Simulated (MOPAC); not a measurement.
MOPAC input (AM1):

```
AM1 1SCF CHARGE=1 GEO-OK AUX(PRECISION=9) THREADS=1
CH4NO

N    -1.11030700 1    0.16666000 1   -0.15104800 1
C     0.45712200 1    0.32590900 1   -0.04544200 1
O     1.08125200 1   -0.60514300 1    0.26790700 1
H    -1.35273700 1   -0.80107100 1    0.08990400 1
H    -1.59255300 1    0.80418600 1    0.49305300 1
H     0.76560700 1    1.34681400 1   -0.29461900 1
H    -1.44091300 1    0.36914900 1   -1.10160700 1
```

From the output:

```
                                                       MOPAC v23.2.5 Linux

          FINAL HEAT OF FORMATION =        139.06233 KCAL/MOL =     581.83678 KJ/MOL

          COSMO AREA              =         79.37 SQUARE ANGSTROMS
          COSMO VOLUME            =         60.12 CUBIC ANGSTROMS

          IONIZATION POTENTIAL    =         18.183071 EV
          HOMO LUMO ENERGIES (EV) =        -18.183 -5.361
          NO. OF FILLED LEVELS    =          9
          MOLECULAR WEIGHT        =         46.0487         POINT GROUP:  Cs

          MOLECULAR DIMENSIONS (Angstroms)

            Atom       Atom       Distance
            H     6    H     4     3.04116
            O     3    H     7     2.89553
            H     5    O     3     1.59023

          SCF CALCULATIONS        =          1

   ATOM   CHEMICAL          X               Y               Z
  NUMBER   SYMBOL      (ANGSTROMS)     (ANGSTROMS)     (ANGSTROMS)

     1       N         -1.11030700  *   0.16666000  *  -0.15104800  *
     2       C          0.45712200  *   0.32590900  *  -0.04544200  *
     3       O          1.08125200  *  -0.60514300  *   0.26790700  *
     4       H         -1.35273700  *  -0.80107100  *   0.08990400  *
     5       H         -1.59255300  *   0.80418600  *   0.49305300  *
     6       H          0.76560700  *   1.34681400  *  -0.29461900  *
     7       H         -1.44091300  *   0.36914900  *  -1.10160700  *

                             CARTESIAN COORDINATES

   1    N       -1.110307000     0.166660000    -0.151048000
   2    C        0.457122000     0.325909000    -0.045442000
   3    O        1.081252000    -0.605143000     0.267907000
   4    H       -1.352737000    -0.801071000     0.089904000
   5    H       -1.592553000     0.804186000     0.493053000
   6    H        0.765607000     1.346814000    -0.294619000
   7    H       -1.440913000     0.369149000    -1.101607000

           Empirical Formula: C H4 N O  =     7 atoms

      MOLECULAR POINT GROUP   :   Cs

                  EIGENVALUES
 -47.57966 -42.05179 -30.30302 -25.24485 -24.57433 -23.99099 -22.33041 -21.47320
 -18.18307  -5.36119  -5.14651  -3.06743  -2.45031  -2.16954  -2.07937  -0.27537

              NET ATOMIC CHARGES AND DIPOLE CONTRIBUTIONS

  ATOM NO.   TYPE          CHARGE      No. of ELECS.   s-Pop       p-Pop
    1          N          -0.202623        5.2026     1.49204     3.71059
    2          C           0.258802        3.7412     1.29719     2.44401
    3          O          -0.078410        6.0784     1.89739     4.18102
    4          H           0.258302        0.7417     0.74170
    5          H           0.264061        0.7359     0.73594
    6          H           0.235808        0.7642     0.76419
    7          H           0.264061        0.7359     0.73594
 DIPOLE           X         Y         Z       TOTAL
 POINT-CHG.    -3.791     2.668    -1.088     4.762
 HYBRID        -0.782     0.029    -0.082     0.787
 SUM           -4.573     2.697    -1.171     5.437

          ATOMIC ORBITAL ELECTRON POPULATIONS

     Atom    s        px        py        pz
    1  N   1.49204   1.27872   1.21927   1.21260
    2  C   1.29719   0.74362   0.95051   0.74988
    3  O   1.89739   1.53634   1.37039   1.27429
    4  H   0.74170
    5  H   0.73594
    6  H   0.76419
    7  H   0.73594

 **********************
 *                    *
 * JOB ENDED NORMALLY *
 *                    *
 **********************

 == MOPAC DONE ==
```

The dipole moment of an ion depends on the origin.

The geometry given is a B3LYP-D3(BJ)/def2-TZVP minimum.
